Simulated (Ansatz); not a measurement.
Molecular dynamics of C₄H₁₀Si

input.yaml

```yaml
crystal:
  periodic: [false, false, false]
  atoms:
    - { symbol: C, position_ang: [-0.411332, 1.847718, -0.000182] }
    - { symbol: C, position_ang: [-0.365402, 0.35091, 0.393878] }
    - { symbol: C, position_ang: [1.078682, -0.239301, 0.669008] }
    - { symbol: Si, position_ang: [0.560045, -1.818366, -0.215406] }
    - { symbol: C, position_ang: [-0.836917, -0.664518, -0.726466] }
    - { symbol: H, position_ang: [-0.024009, 2.475992, 0.815723] }
    - { symbol: H, position_ang: [0.202289, 2.025169, -0.895718] }
    - { symbol: H, position_ang: [-1.443541, 2.15975, -0.219616] }
    - { symbol: H, position_ang: [-0.988031, 0.200357, 1.29504] }
    - { symbol: H, position_ang: [1.840885, 0.33278, 0.122813] }
    - { symbol: H, position_ang: [1.356132, -0.267216, 1.730139] }
    - { symbol: H, position_ang: [1.430075, -2.342438, -1.250587] }
    - { symbol: H, position_ang: [0.157216, -2.896023, 0.665973] }
    - { symbol: H, position_ang: [-0.696165, -0.230343, -1.725682] }
    - { symbol: H, position_ang: [-1.881729, -0.98527, -0.629616] }
basis:
  gaussian: { orbitals: STO-3G }
hamiltonian:
  xc: r2scan
  dispersion: d4
md:
  timestep: 0.5
  n_steps: 233
  ensemble: nvt_langevin
  temperature: 50.0
  initial_velocities: maxwell_boltzmann
  seed: 710512
  friction: 0.02
scf:
  lower_state_search: "off"
```

Run as:

```bash
$ ansatz run input.yaml --threads 1 --pin off --max-ram 2048MiB --backend cpu --events-out ev --progress --plain --runs-dir out
```

It starts from a relaxed structure.

Output, in part (one step line in 8, the closing report, with atoms numbered from 0):

```
md step     0: t =     0.00 fs  T =    46.7 K  F+E_penalty+E_count = -12043.84243452 eV  E_kin = 0.090482 eV  (12 SCF iters)
md step     8: t =     4.00 fs  T =    28.7 K  F+E_penalty+E_count = -12043.80079576 eV  E_kin = 0.055551 eV  (11 SCF iters)
md step    16: t =     8.00 fs  T =    22.2 K  F+E_penalty+E_count = -12043.77522344 eV  E_kin = 0.043046 eV  (11 SCF iters)
md step    24: t =    12.00 fs  T =    32.5 K  F+E_penalty+E_count = -12043.79014545 eV  E_kin = 0.062945 eV  (11 SCF iters)
md step    32: t =    16.00 fs  T =    37.9 K  F+E_penalty+E_count = -12043.78685267 eV  E_kin = 0.073541 eV  (11 SCF iters)
md step    40: t =    20.00 fs  T =    42.6 K  F+E_penalty+E_count = -12043.78252524 eV  E_kin = 0.082548 eV  (11 SCF iters)
md step    48: t =    24.00 fs  T =    39.8 K  F+E_penalty+E_count = -12043.77630990 eV  E_kin = 0.077078 eV  (11 SCF iters)
md step    56: t =    28.00 fs  T =    43.5 K  F+E_penalty+E_count = -12043.76936087 eV  E_kin = 0.084426 eV  (11 SCF iters)
md step    64: t =    32.00 fs  T =    41.0 K  F+E_penalty+E_count = -12043.77304761 eV  E_kin = 0.079512 eV  (11 SCF iters)
md step    72: t =    36.00 fs  T =    37.6 K  F+E_penalty+E_count = -12043.76174470 eV  E_kin = 0.072914 eV  (11 SCF iters)
md step    80: t =    40.00 fs  T =    40.4 K  F+E_penalty+E_count = -12043.77352247 eV  E_kin = 0.078292 eV  (11 SCF iters)
md step    88: t =    44.00 fs  T =    39.7 K  F+E_penalty+E_count = -12043.79056231 eV  E_kin = 0.076973 eV  (11 SCF iters)
md step    96: t =    48.00 fs  T =    42.7 K  F+E_penalty+E_count = -12043.78909429 eV  E_kin = 0.082795 eV  (11 SCF iters)
md step   104: t =    52.00 fs  T =    33.6 K  F+E_penalty+E_count = -12043.77409362 eV  E_kin = 0.065118 eV  (11 SCF iters)
md step   112: t =    56.00 fs  T =    31.5 K  F+E_penalty+E_count = -12043.76773545 eV  E_kin = 0.061026 eV  (11 SCF iters)
md step   120: t =    60.00 fs  T =    34.7 K  F+E_penalty+E_count = -12043.77296913 eV  E_kin = 0.067363 eV  (11 SCF iters)
md step   128: t =    64.00 fs  T =    38.8 K  F+E_penalty+E_count = -12043.77337362 eV  E_kin = 0.075188 eV  (11 SCF iters)
md step   136: t =    68.00 fs  T =    43.9 K  F+E_penalty+E_count = -12043.78159207 eV  E_kin = 0.085082 eV  (11 SCF iters)
md step   144: t =    72.00 fs  T =    53.3 K  F+E_penalty+E_count = -12043.78356173 eV  E_kin = 0.103363 eV  (11 SCF iters)
md step   152: t =    76.00 fs  T =    46.3 K  F+E_penalty+E_count = -12043.75771886 eV  E_kin = 0.089787 eV  (11 SCF iters)
md step   160: t =    80.00 fs  T =    28.9 K  F+E_penalty+E_count = -12043.73632358 eV  E_kin = 0.056067 eV  (11 SCF iters)
md step   168: t =    84.00 fs  T =    55.6 K  F+E_penalty+E_count = -12043.78789572 eV  E_kin = 0.107771 eV  (11 SCF iters)
md step   176: t =    88.00 fs  T =    54.4 K  F+E_penalty+E_count = -12043.78325167 eV  E_kin = 0.105467 eV  (11 SCF iters)
md step   184: t =    92.00 fs  T =    27.0 K  F+E_penalty+E_count = -12043.74556322 eV  E_kin = 0.052350 eV  (11 SCF iters)
md step   192: t =    96.00 fs  T =    33.1 K  F+E_penalty+E_count = -12043.77339578 eV  E_kin = 0.064140 eV  (11 SCF iters)
md step   200: t =   100.00 fs  T =    45.1 K  F+E_penalty+E_count = -12043.78404565 eV  E_kin = 0.087374 eV  (11 SCF iters)
md step   208: t =   104.00 fs  T =    32.6 K  F+E_penalty+E_count = -12043.77405129 eV  E_kin = 0.063263 eV  (11 SCF iters)
md step   216: t =   108.00 fs  T =    47.3 K  F+E_penalty+E_count = -12043.79303449 eV  E_kin = 0.091710 eV  (11 SCF iters)
md step   224: t =   112.00 fs  T =    48.4 K  F+E_penalty+E_count = -12043.77818547 eV  E_kin = 0.093814 eV  (11 SCF iters)
md step   232: t =   116.00 fs  T =    39.0 K  F+E_penalty+E_count = -12043.73473946 eV  E_kin = 0.075590 eV  (11 SCF iters)
md step   233: t =   116.50 fs  T =    40.9 K  F+E_penalty+E_count = -12043.73372207 eV  E_kin = 0.079340 eV  (11 SCF iters)
Total energy: -12043.73372932 eV, -442.5990510167 hartree
Atom 0 at    -0.403192     1.853320    -0.113277 Å, force     1.009654     0.244156    -0.456645 eV/Å
Atom 1 at    -0.324120     0.393521     0.365390 Å, force    -0.260466    -0.820581     0.875316 eV/Å
Atom 2 at     1.147201    -0.194629     0.531099 Å, force     0.424985     0.064301    -0.587268 eV/Å
Atom 3 at     0.578294    -1.780923    -0.305955 Å, force     0.295173     0.378612    -0.264312 eV/Å
Atom 4 at    -0.916149    -0.694033    -0.649420 Å, force     0.839599     0.270914     0.305594 eV/Å
Atom 5 at     0.150810     2.491745     0.609764 Å, force    -0.327298    -0.060466    -0.444833 eV/Å
Atom 6 at     0.086241     1.926617    -1.117376 Å, force    -0.260960     0.131682     0.698931 eV/Å
Atom 7 at    -1.433622     2.210821    -0.215901 Å, force    -0.193626     0.003989     0.123976 eV/Å
Atom 8 at    -0.803501     0.302798     1.372256 Å, force    -0.137019     0.040899    -0.582354 eV/Å
Atom 9 at     1.861351     0.363432    -0.106624 Å, force    -0.192663    -0.107226     0.329104 eV/Å
Atom 10 at     1.553296    -0.249108     1.557700 Å, force    -0.322752     0.229082    -0.254708 eV/Å
Atom 11 at     1.327843    -2.242336    -1.441860 Å, force     0.184563     0.038783    -0.329674 eV/Å
Atom 12 at     0.443205    -2.912801     0.546599 Å, force    -0.357672    -0.429436     0.517915 eV/Å
Atom 13 at    -0.905406    -0.277435    -1.661699 Å, force    -0.102324    -0.056813    -0.146446 eV/Å
Atom 14 at    -1.901138    -1.086450    -0.428010 Å, force    -0.599195     0.072106     0.215403 eV/Å
Dipole moment:     0.006879    -0.062987    -0.014015 e Å
```

The run went to its last step. The mean temperature of the second half is 14 % below the set value. A run of 0.12 ps of so small a system gives no equilibrium averages. Limits of this set-up: minimal basis.

The same pairs are bonded in the first frame and the last. Pairs count as bonded within 1.25 times the sum of covalent radii (0.12 Å more for H–H).

Last frame:

```xyz
15
Properties=species:S:1:pos:R:3
C -0.403 1.853 -0.113
C -0.324 0.394 0.365
C 1.147 -0.195 0.531
Si 0.578 -1.781 -0.306
C -0.916 -0.694 -0.649
H 0.151 2.492 0.610
H 0.086 1.927 -1.117
H -1.434 2.211 -0.216
H -0.803 0.303 1.372
H 1.861 0.363 -0.107
H 1.553 -0.249 1.558
H 1.328 -2.242 -1.442
H 0.443 -2.913 0.547
H -0.905 -0.277 -1.662
H -1.901 -1.086 -0.428
```

Run time: 11 min on 1 thread of Arm Neoverse V2, on a shared host, peak memory 0.097 GiB.
